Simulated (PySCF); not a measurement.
# Correlation energy of Nb⁺ (niobium, charge +1)

[Kr] 4d3 5p1, one real determinant (an excited configuration). All numbers are calculated (PySCF 2.14, the spin-free X2C one-electron Hamiltonian (Gaussian nucleus), in ANO-RCC-VTZP (7s6p4d2f1g, 68 functions)). Frozen: [Kr]; 4 electrons correlated.

```json
{"level": "CCSD", "correlation energy (mhartree)": "-31.85"}
{"level": "(T)", "correlation energy (mhartree)": "-1.04"}
{"level": "CCSD(T)", "correlation energy (mhartree)": "-32.89"}
```

Diagnostics: T1 = 0.0096, D1 = 0.0244, largest double amplitude 0.095.

The real determinant used has ⟨L²⟩ near 14 against 20 for a pure G term, so it mixes terms.

Cost of the coupled-cluster step: of the order of 1.9 core-seconds, for 4 correlated electrons.

Iterations:

```
CC2 = 0
CCSD nocc = (np.int64(4), np.int64(0)), nmo = (50, 50)
frozen orbitals [[0, 1, 2, 3, 4, 5, 6, 7, 8, 9, 10, 11, 12, 13, 14, 15, 16, 17], [0, 1, 2, 3, 4, 5, 6, 7, 8, 9, 10, 11, 12, 13, 14, 15, 16, 17]]
max_cycle = 100
direct = 0
conv_tol = 1e-08
conv_tol_normt = 1e-06
diis_space = 8
diis_start_cycle = 0
Init t2, MP2 energy = -0.0241863378658361
Init E_corr(UCCSD) = -0.0241863378660775
cycle = 1  E_corr(UCCSD) = -0.0286654807081009  dE = -0.00447914284  norm(t1,t2) = 0.0311761
cycle = 2  E_corr(UCCSD) = -0.0298041663918439  dE = -0.00113868568  norm(t1,t2) = 0.0176988
cycle = 3  E_corr(UCCSD) = -0.0308191196454961  dE = -0.00101495325  norm(t1,t2) = 0.013569
cycle = 4  E_corr(UCCSD) = -0.0311131392427647  dE = -0.000294019597  norm(t1,t2) = 0.0092836
cycle = 5  E_corr(UCCSD) = -0.0314360566376987  dE = -0.000322917395  norm(t1,t2) = 0.00557452
cycle = 6  E_corr(UCCSD) = -0.0315150727087567  dE = -7.90160711e-05  norm(t1,t2) = 0.00431966
cycle = 7  E_corr(UCCSD) = -0.0317268990228762  dE = -0.000211826314  norm(t1,t2) = 0.00317767
cycle = 8  E_corr(UCCSD) = -0.031816835347299  dE = -8.99363244e-05  norm(t1,t2) = 0.0065967
cycle = 9  E_corr(UCCSD) = -0.0317576409086433  dE = 5.91944387e-05  norm(t1,t2) = 0.00192175
cycle = 10  E_corr(UCCSD) = -0.0318482688341598  dE = -9.06279255e-05  norm(t1,t2) = 0.000798393
cycle = 11  E_corr(UCCSD) = -0.0318485390993144  dE = -2.70265155e-07  norm(t1,t2) = 0.000454847
cycle = 12  E_corr(UCCSD) = -0.0318492565812554  dE = -7.17481941e-07  norm(t1,t2) = 0.000367786
cycle = 13  E_corr(UCCSD) = -0.0318480316810862  dE = 1.22490017e-06  norm(t1,t2) = 0.00031305
cycle = 14  E_corr(UCCSD) = -0.031849064915302  dE = -1.03323422e-06  norm(t1,t2) = 0.000391625
cycle = 15  E_corr(UCCSD) = -0.0318489066118556  dE = 1.58303446e-07  norm(t1,t2) = 0.000167636
cycle = 16  E_corr(UCCSD) = -0.0318499585419346  dE = -1.05193008e-06  norm(t1,t2) = 4.35843e-05
cycle = 17  E_corr(UCCSD) = -0.0318501384417514  dE = -1.79899817e-07  norm(t1,t2) = 7.19769e-05
cycle = 18  E_corr(UCCSD) = -0.0318499864622425  dE = 1.51979509e-07  norm(t1,t2) = 2.10696e-05
cycle = 19  E_corr(UCCSD) = -0.0318502648017871  dE = -2.78339545e-07  norm(t1,t2) = 3.4757e-05
cycle = 20  E_corr(UCCSD) = -0.0318503210739757  dE = -5.62721887e-08  norm(t1,t2) = 5.50015e-06
cycle = 21  E_corr(UCCSD) = -0.0318503290583434  dE = -7.98436764e-09  norm(t1,t2) = 1.69886e-06
cycle = 22  E_corr(UCCSD) = -0.0318502485331216  dE = 8.05252218e-08  norm(t1,t2) = 1.19094e-06
cycle = 23  E_corr(UCCSD) = -0.0318502469705728  dE = 1.56254874e-09  norm(t1,t2) = 9.90694e-07
UCCSD converged
E(UCCSD) = -3816.795446022031  E_corr = -0.03185024697057282
UCCSD(T) correction = -0.00104399631726417
```

The basis was made for the ground configuration and has no added diffuse functions, which can raise the energy of the promoted electron.

The reference is one real determinant that mixes LS terms of this configuration.
